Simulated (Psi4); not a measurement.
Pair of molecules, SMILES [AlH3] with SMILES C#N (the first has 4 atoms); geometry from B3LYP-D3(BJ)/def2-TZVP, rigid monomers moved along the line of their centres of mass till Al1···N6 is 1.86 Å.
(charge 0, multiplicity 1):
```xyz
7

Al    -0.1616     0.3641     0.2628
H      1.2536     0.8243    -0.2996
H     -1.2365     1.4889     0.5949
H     -0.6908    -1.0821    -0.1362
C      0.6833    -0.2507     3.0716
N      0.3614    -0.0182     2.0028
H      0.9848    -0.4681     4.0726
```

Method: SAPT0/jun-cc-pV(D+d)Z run with Psi4 1.11.

Q: Give the four SAPT terms and the total, and say what mostly holds the pair together.

A: electrostatics -2452.1, exchange 3383.7, induction -1252.1, dispersion -389.1, total -709.6 meV; the largest attraction is electrostatics.
